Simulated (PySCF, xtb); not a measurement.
C₄H₁₃NSi, SMILES CC(C)N(C)[SiH3]. The values are those of a single conformer.

Harmonic wavenumbers (cm⁻¹) from GFN2-xTB in xtb 6.7.1 at its own minimum, in rising order: 44, 100, 130, 174, 226, 256, 259, 319, 370, 420, 499, 569, 610, 698, 756, 816, 832, 904, 935, 969, 1003, 1087, 1103, 1127, 1152, 1223, 1240, 1312, 1369, 1392, 1407, 1422, 1485, 1491, 1495, 1507, 1510, 1512, 2142, 2252, 2260, 2907, 2929, 2982, 3026, 3030, 3033, 3035, 3037, 3042, 3043.

Task: What does PBE-D3(BJ)/def2-SVP (PySCF 2.14.0) give at its own minimum? (The exact figures need the calculation; the answer reports its results.)

Result: 44, 100, 125, 192, 222, 238, 251, 299, 353, 418, 474, 653, 665, 691, 844, 869, 887, 908, 937, 944, 961, 1053, 1095, 1109, 1128, 1201, 1207, 1286, 1328, 1336, 1357, 1387, 1401, 1404, 1418, 1420, 1435, 1446, 2087, 2154, 2165, 2902, 2957, 2967, 2973, 2983, 3041, 3056, 3061, 3063, 3074. Paired by order, the mean absolute difference is 36 cm⁻¹ and the zero-point energies are 100.7 and 99.5 kcal/mol.
